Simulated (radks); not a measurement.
The lithium ion Li2+, configuration 1s1 (the NIST ground configuration). All-electron calculation, scalar-relativistic Kohn-Sham, LDA (Slater exchange, Perdew-Wang correlation), spin-polarised, spherical densities, point nucleus; open shells are filled with parallel spins first. Program: a radial shooting solver on a logarithmic mesh with Libxc functionals.

Radial electron density D(r) = 4 pi r^2 rho(r):

| r (bohr) | D(r) (e/bohr) |
|---|---|
| 0.0301 | 0.08001 |
| 0.03314 | 0.09519 |
| 0.03648 | 0.1130 |
| 0.04015 | 0.1340 |
| 0.04455 | 0.1606 |
| 0.04904 | 0.1894 |
| 0.05398 | 0.2228 |
| 0.05942 | 0.2613 |
| 0.06541 | 0.3054 |
| 0.072 | 0.3556 |
| 0.07989 | 0.4175 |
| 0.08794 | 0.4819 |
| 0.0968 | 0.5536 |
| 0.1066 | 0.6325 |
| 0.1173 | 0.7184 |
| 0.1291 | 0.8107 |
| 0.1421 | 0.9084 |
| 0.1577 | 1.018 |
| 0.1736 | 1.122 |
| 0.1911 | 1.224 |
| 0.2103 | 1.321 |
| 0.2315 | 1.410 |
| 0.2548 | 1.485 |
| 0.2828 | 1.548 |
| 0.3113 | 1.582 |
| 0.3426 | 1.590 |
| 0.3771 | 1.569 |
| 0.4151 | 1.517 |
| 0.457 | 1.434 |
| 0.5071 | 1.313 |
| 0.5582 | 1.177 |
| 0.6144 | 1.024 |
| 0.6763 | 0.8621 |
| 0.7444 | 0.7003 |
| 0.8195 | 0.5469 |
| 0.9093 | 0.3984 |
| 1.001 | 0.2829 |
| 1.102 | 0.1906 |
| 1.213 | 0.1212 |
| 1.335 | 0.07236 |
| 1.469 | 0.04029 |
| 1.617 | 0.02078 |
| 1.795 | 0.009231 |
| 1.976 | 0.003964 |
| 2.175 | 0.001538 |
| 2.394 | 0.0005342 |
| 2.635 | 0.0001642 |

D(r) has 1 maximum, at r = 0.334 bohr.
